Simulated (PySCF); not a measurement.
PySCF 2.14 output of an unrestricted PBE0 calculation on a single atom or ion in aug-cc-pVTZ-PP with ECP28MDF (6s6p5d3f2g, 88 functions), with scalar relativity through the core potential:

```
SCF conv_tol = 1e-09
number electrons alpha = 7  beta = 5
    C. Adamo and V. Barone.,  J. Chem. Phys. 110, 6158 (1999)
    M. Ernzerhof and G. E. Scuseria.,  J. Chem. Phys. 110, 5029 (1999)
cycle= 1 E= -46.6234744547654  delta_E= -0.0047  |g|= 0.0167  |ddm|= 0.256
cycle= 2 E= -46.6245655351443  delta_E= -0.00109  |g|= 0.0107  |ddm|= 0.108
cycle= 3 E= -46.6262275915033  delta_E= -0.00166  |g|= 0.0128  |ddm|= 0.104
cycle= 4 E= -46.6238978575277  delta_E= 0.00233  |g|= 0.00687  |ddm|= 0.162
cycle= 5 E= -46.6231824340849  delta_E= 0.000715  |g|= 0.00676  |ddm|= 0.172
cycle= 6 E= -46.6231887640641  delta_E= -6.33e-06  |g|= 0.00395  |ddm|= 0.0123
cycle= 7 E= -46.6231885265485  delta_E= 2.38e-07  |g|= 4.18e-05  |ddm|= 0.0233
cycle= 8 E= -46.6231885240795  delta_E= 2.47e-09  |g|= 2.22e-05  |ddm|= 0.000982
cycle= 9 E= -46.6231885255508  delta_E= -1.47e-09  |g|= 3.06e-05  |ddm|= 0.00021
cycle= 10 E= -46.6231885272683  delta_E= -1.72e-09  |g|= 2.11e-05  |ddm|= 0.000196
cycle= 11 E= -46.6231885317717  delta_E= -4.5e-09  |g|= 1.17e-05  |ddm|= 0.000915
cycle= 12 E= -46.6231885318886  delta_E= -1.17e-10  |g|= 1.1e-06  |ddm|= 0.000222
converged SCF energy = -46.6231885318886  <S^2> = 2.0111326  2S+1 = 3.0074126
```

The run itself started from symmetry-adapted Hartree-Fock orbitals and held the occupation by maximum overlap, on a logarithmic radial grid, so the iterations belong to that start.

Which element, charge and spin multiplicity is this?

Zr (zirconium, neutral), multiplicity 3; the state was [Kr] 4d1 5s2 5p1, one real determinant (an excited configuration).

⟨L²⟩ = 8.05 against 12 for a pure F term, so this real determinant mixes terms. Energies and moments cover only the electrons outside the core potential.
